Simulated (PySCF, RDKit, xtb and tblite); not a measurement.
Internal rotation in SMILES c1cc(C=O)sc1C(O)=O (C₆H₄O₃S). Scanned: dihedral O1–C2–C3–S10; all other coordinates were relaxed at GFN2-xTB. Points at φ and −φ are mirror images. Heavy atoms are numbered in the order of the SMILES O=Cc1ccc(C(=O)O)s1, hydrogens after them in the order of the atoms that carry them; the mirror image has the same energies with the sign of each dihedral reversed. Each profile is relative to its own lowest point.

```tsv
φ / °	A	B	C
-160	0.6	0.9	2.2
-140	2.5	3.5	4.8
-120	4.9	6.9	8.2
-100	6.9	9.9	10.9
-80	7.0	10.5	10.8
-60	5.2	8.4	8.0
-40	2.9	5.5	4.2
-20	1.0	3.5	1.2
0	0.3	2.8	0.0
20	1.0	3.5	1.2
40	2.9	5.5	4.2
60	5.2	8.4	8.0
80	7.0	10.5	10.8
100	6.9	9.9	10.9
120	4.9	6.9	8.2
140	2.5	3.5	4.8
160	0.6	0.9	2.2
180	0.0	0.0	1.3
```

Energies in kcal/mol.

### Question
Which curve belongs to which method? The methods are GFN2-xTB (xtb and tblite); MMFF94 // GFN2-xTB (RDKit); restricted B3LYP/6-31G*, spherical d, density fitting // GFN2-xTB run with PySCF 2.14.0.

### Answer
A is GFN2-xTB; B is MMFF94; C is RKS-B3LYP/6-31G*.
